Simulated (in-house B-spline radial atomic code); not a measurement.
How numerical settings move a run on La III (La2+), [Xe] 5d1. Computed with a B-spline radial code for spherical atoms: Dirac-Hartree-Fock, average of configuration, Fermi nucleus of rms radius 4.855 fm.

Command:
```bash
python run_scf.py task.json out
```
Settings of the sound reference run:
```
Z                57
electrons        55
configuration    [Xe] 5d1
hamiltonian      dirac
method           hf
spin_polarised   False
nucleus          fermi
rms_radius       4.855
mass_number      139
atomic_mass      138.9064
speed_of_light   137.036
knot_spacing     0.22
spline_order     8
gauss_points     12
box_radius       22.22
max_iterations   70
damping          0.5
damped_steps     3
diis_vectors     10
tolerance        1e-08
start            Thomas-Fermi
```

Time taken, with all properties: 1.5 s on 1 thread of Arm Neoverse V1, on a shared host.

It converges in 10 iterations to -8493.108570 hartree, with 5d5/2 at -18.2501 eV. The other runs change the listed settings, some to values that make no sense; their results aren't properties of the atom or ion. Radii are in bohr (the nuclear one in fm), a minus after a letter asks for a j subshell, and «unchanged» means within 1e-8 hartree. The run stops when the residual is below 10 × tolerance × max(1, Z/10), or a noise floor if that is larger, and the energy moves by less than 1e-8 × √|E| hartree; so very loose and very tight tolerances often act alike.

| changed settings | outcome |
| --- | --- |
| max_iterations = 8 | not converged after 8 iterations, last residual 1.9e-05, last energy +8.10e-09 hartree from the reference |
| diis_vectors = 0 | converged in 22 iterations, energy unchanged, 5d5/2 level -5.3e-06 eV |
| electrons = 63, configuration = [Xe] 5d1 7s2 7p6, max_iterations = 100 | not converged after 100 iterations, last residual 1.2e-03 |
| knot_spacing = 0.15, gauss_points = 3, box_radius = 4.44, max_iterations = 60, diis_vectors = 20 | converged in 9 iterations, energy +8.07e-02 hartree from the reference, 5d5/2 level +1.7e+00 eV (the program warns: 5d5/2 reaches the box edge; 5s1/2 reaches the box edge) |
| max_iterations = 2 | not converged after 2 iterations, last residual 2.6e-01, last energy +2.00e+00 hartree from the reference |
| max_iterations = 5 | not converged after 5 iterations, last residual 8.4e-03, last energy +2.03e-03 hartree from the reference |
| diis_vectors = 1 | converged in 21 iterations, energy unchanged, 5d5/2 level -5.4e-07 eV |
| speed_of_light = 42.75523 | stopped with error: Z/c is past the critical charge |
| gauss_points = 16, box_radius = 11.11, max_iterations = 100, start = bare nucleus | converged in 10 iterations, energy +1.17e-06 hartree from the reference, 5d5/2 level +4.1e-05 eV (the program warns: 5d5/2 reaches the box edge; 5d3/2 reaches the box edge) |
| electrons = 56, configuration = [Xe] 5d1 6p-1, max_iterations = 60 | converged in 10 iterations to -8493.3852 hartree, a different physical problem (warning: 6p1/2 reaches the box edge) |
| diis_vectors = 2 | converged in 12 iterations, energy unchanged, 5d5/2 level -6.0e-07 eV |
| spline_order = 5, max_iterations = 75, damped_steps = 1, diis_vectors = 1 | converged in 23 iterations, energy +1.94e-04 hartree from the reference, 5d5/2 level -1.6e-05 eV |

What happens with knot_spacing = 0.75, spline_order = 3, gauss_points = 4, max_iterations = 5?

Not converged after 5 iterations, last residual 3.1e-02, last energy +5.72e+01 hartree from the reference.

What happens with max_iterations = 3?

Not converged after 3 iterations, last residual 5.9e-02, last energy +1.43e-01 hartree from the reference.

What happens with diis_vectors = 4?

Converged in 10 iterations, energy unchanged, 5d5/2 level -4.6e-07 eV.

What happens with tolerance = 1e-06?

Converged in 9 iterations, energy unchanged, 5d5/2 level -4.2e-05 eV.
